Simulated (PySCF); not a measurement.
Species: CH7FPbSi.
Geometry (PBE0-D3(BJ)/def2-SVP, Å), atoms numbered from 1 in this order:
```xyz
11
CH7FPbSi angstrom
F      1.4489    1.5149    0.7874
Pb     1.7476   -0.2116   -0.3001
C     -0.3973   -0.7436   -0.5008
Si    -1.4812    0.4553    0.4797
H      2.5701    0.3765   -1.7390
H      2.7199   -1.1921    0.7889
H     -0.5200   -1.7782   -0.1459
H     -0.6434   -0.7125   -1.5732
H     -1.1062    0.4546    1.9213
H     -2.8982   -0.0200    0.3656
H     -1.4002    1.8279   -0.0919
```

Level of theory: PBE0-D3(BJ)/def2-SVP geometry optimisation, gas phase, def2 core potentials past Kr (PySCF 2.14.0).

Masses are those of the commonest isotopes; rigid-rotor values at the optimised geometry. The values belong to one conformer with, in the numbering `[F:1][PbH2:2][CH2:3][SiH3:4]`, F1–Pb2–C3–Si4 -5°.

Question: What are A, B and C (cm⁻¹)?

Answer: Ia = 98.41, Ib = 362.67, Ic = 442.66 u·Å²; 505379 MHz·u·Å²/I gives 5135, 1393 and 1142 MHz, that is A = 0.17129, B = 0.04648, C = 0.03808 cm⁻¹.

Question: What kind of rotor is it?

Answer: An asymmetric top: κ = (2 × 1393 − 5135 − 1142)/(5135 − 1142) = -0.87.

Question: Is it planar, by Δ = Ic − Ia − Ib?

Answer: Not planar: Δ = Ic − Ia − Ib = -18.43 u·Å². For a rigid frame Δ = −2 Σ m c², so Σ m c² = 9.22 u·Å² lies off the ab plane: 9.13 from hydrogen and 0.09 from heavier atoms. The atom farthest from that plane is 1.53 Å away.

Question: Where do the levels up to J = 3 lie, in MHz?

Answer: Above 0(0,0):
J = 1: 1(0,1) 2535, 1(1,1) 6277, 1(1,0) 6529
J = 2: 2(0,2) 7593, 2(1,2) 11096, 2(1,1) 11851, 2(2,1) 23076, 2(2,0) 23088
J = 3: 3(0,3) 15150, 3(1,3) 18316, 3(1,2) 19826, 3(2,2) 30682, 3(2,1) 30743, 3(3,1) 50027, 3(3,0) 50028
Those of J = 1 are B + C, A + C and A + B.

Question: Which lines would a microwave search look for?

Answer: The dipole components are |μa| = 1.39 D, |μb| = 3.66 D, |μc| = 0.00 D. Intensities carry the squares of the components, which stand as 0.14 : 1.00 : 0.00 (a : b : c). Some lines, for components of 0.1 D or more:

```tsv
type	branch	J(Ka,Kc)	MHz	lower level (cm⁻¹)
b	R	2(0,2) ← 1(1,1)	1316	0.209
a	Q	4(1,3) ← 4(1,4)	2515	0.932
a	R	2(1,2) ← 1(1,1)	4819	0.209
a	R	2(0,2) ← 1(0,1)	5058	0.085
b	R	1(1,1) ← 0(0,0)	6277	0.000
b	R	4(0,4) ← 3(1,3)	6854	0.611
a	R	3(0,3) ← 2(0,2)	7557	0.253
b	R	2(1,2) ← 1(0,1)	8560	0.085
a	R	4(3,2) ← 3(3,1)	10164	1.669
a	R	4(3,1) ← 3(3,0)	10166	1.669
b	Q	4(2,2) ← 4(1,3)	10550	1.016
b	R	3(1,3) ← 2(0,2)	10723	0.253
b	Q	2(2,0) ← 2(1,1)	11238	0.395
b	Q	4(2,3) ← 4(1,4)	12883	0.932
b	R	4(2,3) ← 3(1,2)	20987	0.661
b	Q	4(4,1) ← 4(3,2)	27052	2.008
```

Stationary, but not proved a minimum. Zero-point vibration and centrifugal distortion are left out. A rigid rotor knows nothing of internal rotation, which can split or shift real lines.
